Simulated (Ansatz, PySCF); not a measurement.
Gas-phase reaction (SMILES): [SiH3][SiH2][SiH2][SiH2][SiH2][SiH3] + 4 [SiH4] (SiH4) → 5 [SiH3][SiH3]; bond separation energy.

Geometries: B3LYP-D3(BJ)/def2-TZVP minima from Ansatz (a program for electronic structure), one conformer each, not searched for the lowest. Valence correlation only, unless marked. Spin-orbit coupling is left out. Non-relativistic. Basis-set limits of correlation are two-point, X^-3; Hartree-Fock from the larger set. The bracket is a focal-point correction in the basis named. Thermal terms are rigid-rotor harmonic-oscillator values from B3LYP-D3(BJ) frequencies (Ansatz or PySCF) at 298.15 K and 1 atm. 1 Eh = 627.5095 kcal/mol.

```tsv
species	E, RI-MP2/CBS(cc-pV(T+d)Z,cc-pV(Q+d)Z)+[CCSD(T)-MP2]/cc-pV(T+d)Z (Ansatz) (Eh)	E, r2SCAN-D4/def2-TZVPD (Ansatz + dftd4) (Eh)	H - E (Eh)
[SiH3][SiH2][SiH2][SiH2][SiH2][SiH3]	-1742.86533	-1745.25544	0.13466
[SiH3][SiH3]	-581.73935	-582.53178	0.05489
[SiH4] (SiH4)	-291.46100	-291.85367	0.03520
```

Q: Work out ΔE and ΔH at 298.15 K at the first level, then ΔH at the second.

A: 
1. ΔE = [5×(-581.73935)] - [(-1742.86533) + 4×(-291.46100)] = 0.01258 Eh = 7.9 kcal/mol at RI-MP2/CBS(cc-pV(T+d)Z,cc-pV(Q+d)Z)+[CCSD(T)-MP2]/cc-pV(T+d)Z.
2. The terms H - E add up to -0.00101 Eh, so ΔH = (0.01258 + (-0.00101))×627.5095 = 7.3 kcal/mol.
3. At r2SCAN-D4/def2-TZVPD the same steps give ΔE = 7.0 and ΔH = 6.4 kcal/mol, a shift of -0.9 from the first level.
4. These values are not checked against measurement here, since the tables used lack a sound gas-phase enthalpy of formation for at least one species.
